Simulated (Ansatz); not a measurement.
## Which isomer of CH5CaN gives these data?

These gas-phase data were calculated for one isomer of CH5CaN at PBE0-D3(BJ)/def2-SVP (harmonic, unscaled wavenumbers; equilibrium rotational constants with average atomic masses):

* rotational constants: 34.93, 3.567, 3.303 GHz
* all wavenumbers above 1500 cm⁻¹: 3526, 3045, 2996, 2950
* dipole moment: 4.68 D (PBE0/def2-TZVPD)

Candidates:

(1) `[CH3][Ca][NH2]`, a singlet
(2) `C[NH][CaH]`, a singlet

Question: Which candidate do the data belong to?

Answer: Candidate (2). 1 mode lies between 3250 and 3800 cm⁻¹, one for each N–H bond, while (1) has 2.

The same quantities for all candidates:

|  | rotational constants (GHz) | wavenumbers above 1500 cm⁻¹ | dipole (D) | E above the lowest, PBE0-D3(BJ)/def2-SVP (kcal/mol) |
| --- | --- | --- | --- | --- |
| (1) | 29.05, 3.303, 3.021 | 3592, 3517, 3079, 3071, 2988, 1540 | 4.24 | 0.0 |
| (2) | 34.93, 3.567, 3.303 | 3526, 3045, 2996, 2950 | 4.68 | 11.1 |

Programs: Ansatz 0.2.0.
